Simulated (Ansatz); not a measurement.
Species: Si2H3, net charge 0, doublet state. It need not be the lowest isomer of its formula. SMILES: [SiH]=[SiH2]
Geometry from a B3LYP-D3(BJ)/def2-TZVP (Ansatz, an electronic-structure program) optimisation:
```
Si
H 1 1.4867
H 1 1.4882 2 107.07
Si 1 2.2897 2 123.24 3 -169.48
H 4 1.5229 1 88.47 2 -175.26
```
Charge 0, spin multiplicity 2.

Parts of the frozen-core correlation energy in 6-31G* (Ansatz, hartree). Frozen orbitals: 10; correlated occupied orbitals by spin: 6 and 5; virtual: 28 and 29. Open shells are spin-unrestricted. No spin-orbit coupling. No relativistic terms.

| term | value |
|---|---|
| reference (HF) | -579.48096 |
| MP2 opposite-spin | -0.11157 |
| MP2 same-spin | -0.02378 |
| CCSD correlation | -0.17638 |
| (T) | -0.00600 |
| T1 diagnostic | 0.045 |
| largest doubles amplitude | 0.060 |
| <S^2> of the reference | 0.915 |
